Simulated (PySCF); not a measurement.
Species: TeH2.
Hydrogens: H2, H3 on Te1.

Computed by this run: PBE0-D3(BJ)/def2-SVP geometry optimisation, gas phase, def2 core potentials past Kr in PySCF; density fitting, grid level 1; the optimiser is geomeTRIC in internal coordinates, started from a GFN2-xTB structure with every atom displaced at random (about 0.03 Å).

Step 0: E = -7325.3973 eV
```
atom  x, y, z in Å  |  force x, y, z in eV/Å
Te1     0.0656   -0.0844   -0.7754   -1.730  -0.021  -0.903
H2      1.1195   -0.0301    0.3939    1.248   0.062   1.357
H3     -1.2015    0.0173    0.3616    0.483  -0.041  -0.454
```

Step 1: E = -7325.4648 eV
```
atom  x, y, z in Å  |  force x, y, z in eV/Å
Te1    -0.0055   -0.0840   -0.7922    0.835  -0.002   0.217
H2      1.1818   -0.0285    0.4388   -0.521  -0.023  -0.528
H3     -1.1927    0.0153    0.3336   -0.314   0.026   0.312
```

Step 2: E = -7325.4871 eV
```
atom  x, y, z in Å  |  force x, y, z in eV/Å
Te1     0.0184   -0.0844   -0.7910    0.044   0.013   0.193
H2      1.1661   -0.0290    0.4261   -0.120  -0.006  -0.125
H3     -1.2010    0.0162    0.3450    0.076  -0.007  -0.067
```

**Question.** Estimate the geometry and energy of step 3. (The exact step hangs on the optimiser's Hessian estimate; all steps are aligned on step 2, rigid shifts and turns removed.)

**Answer.** E = -7325.4880 eV, largest force 0.108 eV/Å
```
atom  x, y, z in Å  |  force x, y, z in eV/Å
Te1     0.0202   -0.0841   -0.7853   -0.012  -0.005  -0.107
H2      1.1557   -0.0290    0.4220    0.065   0.002   0.062
H3     -1.1923    0.0159    0.3434   -0.053   0.003   0.045
```

The energy changes by -0.0008 eV. The first-order estimate −F·Δx gives -0.0037 eV and the mean of the old and new forces, exact on a quadratic surface, -0.0008 eV. The step makes an angle of 32° with the force vector and moves no atom by more than 0.011 Å.

What follows is the cost of the whole optimisation. Hardware: an Arm Neoverse V1 with one thread, no GPU, shared host. Cost: 2.9 s of wall time, 0.21 GiB resident at most.
